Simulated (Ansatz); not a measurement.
The lowest singlet and triplet of C3H6 (SMILES C[C]C); geometries from B3LYP-D3(BJ)/def2-TZVP, each state relaxed from the structure named, with no frequency check.
Singlet (charge 0, multiplicity 1):
```tsv
atom	x (Å)	y (Å)	z (Å)
C	1.2243	-0.0107	0.1054
C	-0.0296	0.2653	-0.6019
C	-1.2103	-0.1147	0.1793
H	1.4677	-0.9965	-0.3372
H	1.1771	-0.1577	1.1967
H	2.0521	0.6400	-0.1785
H	-1.0682	-0.8176	1.0164
H	-2.0817	-0.3751	-0.4225
H	-1.4534	0.8682	0.6283
```
Triplet (charge 0, multiplicity 3):
```xyz
9

C      1.34718    -0.01741     0.04483
C     -0.01972     0.18092    -0.43774
C     -1.33852    -0.06204     0.14740
H      1.55110    -1.07340     0.28224
H      1.54974     0.56307     0.95865
H      2.08376     0.29152    -0.70109
H     -1.48859    -1.12391     0.39833
H     -2.13967     0.22133    -0.53979
H     -1.48996     0.51256     1.07474
```

A positive gap puts the triplet lower; no zero-point energy. R- takes a restricted singlet. U- takes an unrestricted singlet (broken symmetry where lower, unprojected). The triplet is unrestricted in single-reference levels.

Cores are frozen in the correlated methods.

Run with Ansatz (an electronic-structure program) with Gaussian orbitals. Each number belongs to the level named beside it.

Problem. One of these levels gives 0.86 kcal/mol for the gap E(singlet) − E(triplet), adiabatic. Which?
A. U-r2SCAN/def2-TZVPP (spin-contaminated)
B. U-PBE/def2-TZVPP (spin-contaminated)
C. R-BHLYP/def2-TZVPP
D. U-MP2/cc-pVDZ (spin-contaminated)

Solution. B, U-PBE/def2-TZVPP (spin-contaminated). The others give 4.74 (U-r2SCAN/def2-TZVPP (spin-contaminated)), 2.11 (R-BHLYP/def2-TZVPP), 6.27 (U-MP2/cc-pVDZ (spin-contaminated))

Doubts at one or more of the structures used: a restricted determinant that unrestricted orbitals would lower (R-BHLYP/def2-TZVPP).
